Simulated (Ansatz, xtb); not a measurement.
# Two spin states of CH3AlFIn

We compare a, `[CH3][Al]([F])[In]`, a triplet, with b, `[CH3][Al]([F])[In]`, a singlet. Both are isolated molecules in the gas phase, relaxed with B3LYP-D3(BJ)/def2-SVP.

a (Å):

```yaml
atoms:
  - { symbol: C, position_ang: [-1.0917, 1.5229, -0.6751] }
  - { symbol: Al, position_ang: [-1.4254, -0.2461, 0.1020] }
  - { symbol: F, position_ang: [-2.8416, -1.0857, -0.2234] }
  - { symbol: In, position_ang: [0.3473, -1.4967, 1.7580] }
  - { symbol: H, position_ang: [-0.1215, 1.9373, -0.3599] }
  - { symbol: H, position_ang: [-1.1027, 1.4542, -1.7760] }
  - { symbol: H, position_ang: [-1.8882, 2.2212, -0.3674] }
```

b (Å):

```yaml
atoms:
  - { symbol: C, position_ang: [-1.1341, 1.7018, -0.7378] }
  - { symbol: Al, position_ang: [-0.8440, 0.0875, 0.3660] }
  - { symbol: F, position_ang: [-1.9916, -1.1560, -0.0837] }
  - { symbol: In, position_ang: [-0.6097, -2.3396, 1.8306] }
  - { symbol: H, position_ang: [-0.4465, 2.5290, -0.4972] }
  - { symbol: H, position_ang: [-1.0112, 1.4563, -1.8088] }
  - { symbol: H, position_ang: [-2.1690, 2.0692, -0.6096] }
```

Estimate which is lower in electronic energy at CCSD(T)/def2-SVP + ΔMP2/def2-TZVPP, and by roughly how much.

The CCSD(T)/def2-SVP + ΔMP2/def2-TZVPP calculation puts structure b lower, by 16.7 kcal/mol.

How the difference moves with the method:

```
                             level               geometry  E(b) − E(a) (kcal/mol)  departure from the last row (kcal/mol)  job, with rough time for the two
             B3LYP-D3(BJ)/def2-SVP  B3LYP-D3(BJ)/def2-SVP                     −18.2                                    −1.6             optimisation, 5.1 min
                       HF/def2-SVP  B3LYP-D3(BJ)/def2-SVP                      −3.1                                   +13.6           part of the CCSD(T) run
                      MP2/def2-SVP  B3LYP-D3(BJ)/def2-SVP                     −12.0                                    +4.7           part of the CCSD(T) run
                  CCSD(T)/def2-SVP  B3LYP-D3(BJ)/def2-SVP                     −14.9                                    +1.8                      single point
CCSD(T)/def2-SVP + ΔMP2/def2-TZVPP  B3LYP-D3(BJ)/def2-SVP                     −16.7                                                       single point, 3 min
```

None of the levels shown reverses the order. The largest departure from CCSD(T)/def2-SVP + ΔMP2/def2-TZVPP is that of HF/def2-SVP, 13.6 kcal/mol. Levels run at GFN2-xTB geometries aren't shown. The last row adds to CCSD(T) the change of the MP2 difference between the two basis sets, here −1.8 kcal/mol.

With harmonic frequencies from B3LYP-D3(BJ)/def2-SVP (ideal gas, rigid rotor, one conformer each, 298.15 K, 1 atm): on the last row, ΔE + ΔZPE = −17.3 kcal/mol. A mode under 50 cm⁻¹ makes harmonic enthalpies and free energies unreliable, so none is given.

Open shells are spin-unrestricted. The correlated steps freeze 11 core orbitals; the filled d shell of In is correlated, in a basis made for valence electrons. Atoms past krypton carry core potentials in the def2 sets and no spin–orbit term is included. ΔG holds the spin degeneracy. Run with Ansatz 0.2.0; the last row on 1 thread of AMD EPYC (Zen 3) on a shared host.
